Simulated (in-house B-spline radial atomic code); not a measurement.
Configurations of the potassium ion K⁵⁺, with energies counted from [Ne] 3s2 3p2. All numbers are computed (non-relativistic TPSSh, spin-polarised, spherical fractional occupations, exact exchange averaged over the configuration; point nucleus) with a radial B-spline atomic code at the basis-set limit, not measured. Shells without spins written out take the highest spin.

Occupations are held fixed; configurations that lie above the ionisation limit could autoionise.

```tsv
configuration	E - E(ref) (eV)	highest orbital	its <r> (bohr)
[Ne] 3s1 3p3	11.364	3p up	1.186
[Ne] 3s2 3p1 4s1	48.429	4s up	2.442
[Ne] 3s2 3p1 4d1	62.914	4d up	2.9
[Ne] 3s1 3p2 4d1	75.748	4d up	2.883
[He] 2s2 2p5 3s2 3p3	286.36	3p up	1.135
```

Q: Order these further configurations by energy, lowest first.
A. [Ne] 3s2 3p1 3d1
B. [He] 2s2 2p5 3s2 3p2 3d1
C. [Ne] 3s1 3p2 4f1
D. [He] 2s2 2p5 3s2 3p2 4d1
E. [Ne] 3s2 3p1 4f1

A: A (27.563 eV), E (67.734 eV), C (80.475 eV), B (314.89 eV), D (354.86 eV).
